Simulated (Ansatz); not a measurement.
`C[NH][SnH2][F]`, relaxed with RKS PBE0-D4/def2-TZVP in the Gaussian-basis code of Ansatz from a PBE-D4/def2-SVP geometry. The force threshold is 0.005 eV/Å; the program also tests the step.

The species carries charge 0 and has multiplicity 1. Sn: def2 effective core potential.

Start:

```xyz
10

C     0.540    0.242   -1.389
N    -0.612    0.187   -0.500
Sn   -0.439   -0.482    1.418
F     0.703    0.734    2.478
H     0.213    0.252   -2.454
H     1.162   -0.669   -1.261
H     1.214    1.119   -1.240
H    -1.216    1.011   -0.588
H     0.426   -1.970    1.374
H    -1.991   -0.425    2.161
```

| step | energy (eV) | largest force (eV/Å) | largest move (Å) |
| --- | --- | --- | --- |
| 1 | -11170.3739 | 0.674 | 0.000 |
| 2 | -11170.4339 | 0.220 | 0.077 |
| 3 | -11170.4419 | 0.076 | 0.020 |
| 4 | -11170.4423 | 0.021 | 0.008 |
| 5 | -11170.4424 | 0.010 | 0.017 |
| 6 | -11170.4425 | 0.002 | 0.004 |

End:

```xyz
10

C     0.542    0.240   -1.373
N    -0.606    0.185   -0.487
Sn   -0.443   -0.484    1.388
F     0.679    0.728    2.399
H     0.215    0.283   -2.417
H     1.137   -0.672   -1.266
H     1.210    1.091   -1.191
H    -1.207    0.989   -0.593
H     0.427   -1.942    1.380
H    -1.954   -0.419    2.158
```

Hardware: 4 threads of an AMD EPYC 7B13 on a shared host. Wall time 16 s, peak host memory 0.45 GiB.
